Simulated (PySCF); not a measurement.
Species: C2H8AsGeNO.
Geometry (GFN2-xTB, Å), atoms numbered from 1 in this order:
```
atom  x, y, z in Å
C1    -1.5633   -0.8589   -0.7632
N2    -0.7080    0.0536   -0.0481
C3    -0.7982    1.3647   -0.1825
O4    -0.0257    2.1142    0.3976
Ge5    0.7599   -0.3558    1.1088
As6    2.6746    0.8658    0.3967
H7    -2.5433   -0.4095   -0.9324
H8    -1.1289   -1.1280   -1.7306
H9    -1.6850   -1.7653   -0.1720
H10   -1.6011    1.7484   -0.8356
H11    0.1726   -0.0280    2.4695
H12    0.6669   -1.8873    1.0127
H13    2.2584    0.6720   -1.0295
H14    3.5202   -0.3863    0.2862
```

Vertical excitations from PySCF (density fitting, frozen core in the response, grid level 2 and gas phase unless stated; continuum runs use non-equilibrium linear response for the excitations) on a GFN2-xTB geometry. Reference run:

```tsv
settings	S1, eV (f)	S2, eV (f)	S3, eV (f)	S4, eV (f)	S5, eV (f)	S6, eV (f)	T1, eV (Tamm–Dancoff)	mean α (au)
PBE0/def2-SVPD, full TDDFT, 6 singlets	5.68 (0.001)	5.86 (0.051)	5.89 (0.031)	6.26 (0.001)	6.33 (0.008)	6.45 (0.116)	4.88	99.2
```

What do these settings give: LC-wPBE/def2-SVPD, TDA, 6 singlets?

```tsv
settings	S1, eV (f)	S2, eV (f)	S3, eV (f)	S4, eV (f)	S5, eV (f)	S6, eV (f)	T1, eV (Tamm–Dancoff)	mean α (au)
LC-wPBE/def2-SVPD, TDA, 6 singlets	5.84 (0.001)	6.58 (0.014)	6.69 (0.151)	7.04 (0.167)	7.24 (0.051)	7.41 (0.018)	5.04	95.8
```

S1 moves by +0.16 eV; functional and response scheme change together, so the shift can't be laid on one. States are counted by energy in each run and needn't keep their character from row to row.

Which orbital pairs make up S1 in each run, and how does it sit against the orbital gap?

```tsv
settings	S1 configurations (weight)	S1 (eV)	orbital gap (eV)	S1 − gap (eV)
PBE0/def2-SVPD, full TDDFT, 6 singlets	H−1→L+2 0.51, H−1→L+1 0.18, H−1→L 0.16	5.68	6.87	-1.19
LC-wPBE/def2-SVPD, TDA, 6 singlets	H−1→L+2 0.35, H−1→L+4 0.17, H−1→L+3 0.11	5.84	11.36	-5.52
```

 Relativistic effects, spin–orbit coupling among them, are left out although an element past zinc is present.

One conformer stands for the species.
